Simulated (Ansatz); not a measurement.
Input for Ansatz (an electronic-structure program): R-BHLYP/def2-TZVPP on AsS+, 2S+1 = 1, a spin state set in the input, which need not be the lowest, a point of a bond scan (R = 1.943 Å). Charge +1.

Ansatz 0.2 input:
```yaml
crystal:
  periodic: [false, false, false]
  atoms:
    - {symbol: S, position_ang: [0.00000000, 0.00000000, 0.00000000]}
    - {symbol: As, position_ang: [0.00000000, 0.00000000, 1.94328400]}
basis:
  gaussian:
    orbitals: def2-TZVPP
    pivot_positions_ang: [[0.00000000, 0.00000000, 0.00000000], [0.00000000, 0.00000000, 1.94328400]]
hamiltonian:
  xc: {name: BHLYP}
total_charge: 1
output: {forces: true, orbitals: {seedname: ./end}}
```

The head of its log:

```
WARN ansatz: RAYON_NUM_THREADS=2 ignored (pool sized by the plan → 2); use --threads N
Functional definition: BHLYP
integrals: 0.03 GiB planned
793 factors; their error is unknown
mean field: 0.28 GiB planned
mean field evaluation 1: about -71663.5347 eV, gradient 3.8e1 eV
mean field evaluation 2: about -71648.2211 eV, gradient 7.8e1 eV
```

**Question.** What total energy does the run end on?

**Answer.** -2633.7592 hartree.
